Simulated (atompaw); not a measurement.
Before and after: PAW (atompaw) potential for lanthanum (La)

| Item | Value |
| --- | --- |
| Element | La (Z = 57) |
| Generator | atompaw 4.2.0.5 |
| Type | PAW |
| Functional | PBE |
| Relativity | scalar-relativistic |
| Frozen core | [Kr] 4d10 |
| Valence charge | 11 |
| Reference configuration | 4f0 5s2 5p6 5d1 6s0 6p0 (charge +2) |
| Partial waves | 5s (bound): rc 2.90 bohr; 6s (bound, empty): rc 2.35 bohr; 5p (bound): rc 1.95 bohr; 6p (bound, empty): rc 3.00 bohr; 5d (bound): rc 2.30 bohr; 5d channel at -0.25 Ry: rc 2.30 bohr; 4f (bound, empty): rc 1.55 bohr; 4f channel at -0.25 Ry: rc 1.55 bohr |
| Local potential | bessel scheme, radius 2.25 bohr |
| Core correction | smooth core density matched at 2.75 bohr |
| Augmentation charge | besselshape compensation charge, radius 3.00 bohr; PAW radius 3.00 bohr; waves and projectors: custom polynom gramschmidtortho |

Change: local potential bessel scheme, radius 2.94 bohr.

Cutoffs: the cutoffs (Ry, on a coarse ladder) from which the occupation-weighted sum of valence levels, in a spherical-Bessel basis at the reference potential, stays within 10 and 1 mRy of its value at 400 Ry; they do not see the model core or the augmentation charge, which bear on the density cutoff.

Problem. What does the change do?

Solution. The potential gets neither clearly harder nor softer (15 Ry and 25 Ry → 15 Ry and 25 Ry); the range in which the s phases agree narrows (upper end 3.4 → 2.3); neither file shows a bound ghost.

| quantity | base | changed |
| --- | --- | --- |
| cutoff, loose | 15 Ry | 15 Ry |
| cutoff, tight | 25 Ry | 25 Ry |
| bound ghosts | none | none |
| s: phases at 3.00 bohr within 0.05 rad from the reference energy up to (Ry; the scan ends near 5) | 3.4 | 2.3 |
| p: phases at 3.00 bohr within 0.05 rad from the reference energy up to (Ry; the scan ends near 5) | to the end of the scan | to the end of the scan |
| d: phases at 3.00 bohr within 0.05 rad from the reference energy up to (Ry; the scan ends near 5) | to the end of the scan | to the end of the scan |
| f: phases at 3.00 bohr within 0.05 rad from the reference energy up to (Ry; the scan ends near 5) | 3.8 | 3.1 |
| lowest overlap eigenvalue by channel | s 0.32, p 0.64, d 0.95, f 1.00 | s 0.47, p 0.67, d 0.98, f 1.00 |

Base: The cutoffs count occupied waves only; the empty 4f level needs 45 Ry at the loose tolerance. Changed file: The cutoffs count occupied waves only; the empty 4f level needs 45 Ry at the loose tolerance. The cutoffs see the waves, projectors and local potential, not the compensation charge or the core.
